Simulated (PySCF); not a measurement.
Cartesian coordinates in Å; atom numbers follow the order of the lines, from 1:
```xyz
15

C     2.597    0.143    0.404
O     1.570   -0.565   -0.243
C     0.292   -0.163   -0.090
C    -0.081    0.898    0.656
S    -1.704    1.450    0.879
C    -2.596    0.325   -0.061
C    -2.063   -0.691   -0.754
C    -0.652   -1.031   -0.841
O    -0.255   -1.980   -1.495
H     2.643    1.183    0.064
H     2.475    0.121    1.493
H     3.520   -0.367    0.133
H     0.625    1.512    1.191
H    -3.658    0.515   -0.044
H    -2.717   -1.344   -1.315
```

Geometry: GFN2-xTB; GIAO absolute shieldings from PySCF, gas phase, non-relativistic, averaged over equivalent atoms.

At B97-2/pcseg-1 (160 basis functions, 24 s wall time on 1 thread of an Arm Neoverse V1, shared host):
```csv
atoms,σ (ppm)
C8,22.2
C3,35.3
C6,56.4
C7,61.0
C4,86.6
C1,140.0
O9,-192.8
O2,220.2
S5,406.5
H14,24.57
H15,25.05
H13,26.10
H10/H11/H12,28.14
```

Q: What do these become at PBE0/pcSseg-1?

A: 
```
      atoms  σ at PBE0/pcSseg-1  change
         C8                11.9   -10.3
         C3                24.5   -10.8
         C6                46.0   -10.4
         C7                49.3   -11.7
         C4                79.1    -7.5
         C1               131.8    -8.2
         O9              -240.8   -48.0
         O2               211.3    -8.9
         S5               392.8   -13.7
        H14               24.29   -0.28
        H15               24.62   -0.43
        H13               25.82   -0.28
H10/H11/H12               27.89   -0.25
```

The largest change is at O9 (carbonyl oxygen). Cost: 190 basis functions, 28 s wall time on 1 thread of an Arm Neoverse V1, shared host. The order of the carbon signals is the same at both levels.
